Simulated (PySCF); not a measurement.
C6H14Se, SMILES CC(C)[Se]C(C)C.

The structure is a stationary point at B3LYP-D3(BJ)/def2-SVP. The values are those of a single conformer.

Level of theory: TDDFT-LC-ωPBE/def2-SVP (PySCF).

Vertical excitations. The molecule is in vacuum.

```json
[
 {"state": "S1", "energy (eV)": "4.95", "λ (nm)": "250", "f": "0.000", "main pairs": "HOMO→LUMO 94 %"},
 {"state": "S2", "energy (eV)": "6.51", "λ (nm)": "191", "f": "0.001", "main pairs": "HOMO→LUMO+2 89 %"},
 {"state": "S3", "energy (eV)": "7.81", "λ (nm)": "159", "f": "0.089", "main pairs": "HOMO−1→LUMO 52 %, HOMO→LUMO+1 35 %"},
 {"state": "S4", "energy (eV)": "7.85", "λ (nm)": "158", "f": "0.112", "main pairs": "HOMO→LUMO+1 50 %, HOMO−1→LUMO 37 %"},
 {"state": "S5", "energy (eV)": "8.61", "λ (nm)": "144", "f": "0.006", "main pairs": "HOMO−2→LUMO 51 %, HOMO−1→LUMO+2 40 %"},
 {"state": "S6", "energy (eV)": "8.94", "λ (nm)": "139", "f": "0.058", "main pairs": "HOMO→LUMO+4 56 %, HOMO−1→LUMO+2 17 %"},
 {"state": "S7", "energy (eV)": "9.22", "λ (nm)": "134", "f": "0.065", "main pairs": "HOMO→LUMO+3 31 %, HOMO−1→LUMO+2 21 %, HOMO−2→LUMO 18 %, HOMO→LUMO+5 12 %"},
 {"state": "S8", "energy (eV)": "9.32", "λ (nm)": "133", "f": "0.010", "main pairs": "HOMO→LUMO+3 41 %, HOMO→LUMO+5 24 %, HOMO→LUMO+4 18 %"},
 {"state": "S9", "energy (eV)": "9.49", "λ (nm)": "131", "f": "0.073", "main pairs": "HOMO→LUMO+5 49 %, HOMO−2→LUMO 14 %, HOMO−1→LUMO+2 10 %"},
 {"state": "S10", "energy (eV)": "9.55", "λ (nm)": "130", "f": "0.420", "main pairs": "HOMO−2→LUMO+2 71 %, HOMO→LUMO+6 11 %"},
 {"state": "T1", "energy (eV)": "4.35", "λ (nm)": "285", "f": "0", "main pairs": "HOMO→LUMO 92 %"},
 {"state": "T2", "energy (eV)": "5.43", "λ (nm)": "229", "f": "0", "main pairs": "HOMO→LUMO+2 88 %"},
 {"state": "T3", "energy (eV)": "6.25", "λ (nm)": "198", "f": "0", "main pairs": "HOMO−1→LUMO 84 %"},
 {"state": "T4", "energy (eV)": "6.97", "λ (nm)": "178", "f": "0", "main pairs": "HOMO−2→LUMO 45 %, HOMO−1→LUMO+2 40 %"}
]
```
Triplets are in the Tamm–Dancoff approximation, which puts them higher than full response would, so one can lie above its singlet here.
